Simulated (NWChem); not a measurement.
Molecule: AlAsH3F; SMILES [F][AlH][AsH2]

```xyz
6

Al    -0.5702    -1.2899     0.0000
As     0.0473     1.0692     0.0000
H      1.0714     0.7523    -1.0908
H      1.0714     0.7523     1.0908
F      0.6465    -2.4338     0.0000
H     -2.0425    -1.8687     0.0000
```
Atoms are numbered in this order, from 1.

This is a stationary point of PBE0/def2-SVP (NWChem), point group Cs. 

Question: Is it a minimum? If not, what does it relax to?

Answer: No. It has an imaginary frequency of 109i cm⁻¹. Following that mode (on a finer grid) lowers the energy by 1.7 kcal/mol and ends, with real frequencies alone, at point group C1:
```xyz
6

Al    -0.4685    -1.2760     0.0216
As     0.2707     1.0081     0.3285
H      0.0566     1.2785    -1.1589
H      1.7193     0.5758     0.1249
F      0.3495    -2.4691     0.8552
H     -1.7105    -1.7478    -0.8385
```
